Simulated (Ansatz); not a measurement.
Coupled-cluster diagnostics for Be2Se3 (the lowest singlet isomer of a short search), Ansatz.

Geometry of the singlet (r2SCAN-D4/def2-SVP):

Cartesian coordinates in Å:
```
Be -0.042 -0.395 -1.182
Be 0.464 -0.461 1.063
Se 0.951 -1.926 -0.270
Se -0.418 1.357 1.388
Se -0.955 1.426 -0.999
```

Correlated methods freeze 27 core orbitals; core or outer-core shells of Se are correlated, in sets that lack core-valence functions. The structure comes from a short search, and lower isomers may exist.

Problem. Estimate the CCSD(T) correlation energy, the shares of MP2 and (T), T1 and the reference's ⟨S²⟩ for: charge 0, singlet, own geometry in def2-TZVPP; and the rough time on 4 threads of Arm Neoverse V1 on a shared host.

Solution. 
```csv
state,basis,correlation (eV),MP2 share (%),(T) share (%),T1,⟨S²⟩ (pure),wall time
"charge 0, singlet, own geometry",def2-TZVPP,-26.471,94.5,4.0,0.010,0.00 (0.00),1.9 min
```
Customary marks for T1 are 0.02 (closed shells), 0.045 (open shells) and about 0.05 (3d metals). T1 stays under 0.02 throughout.
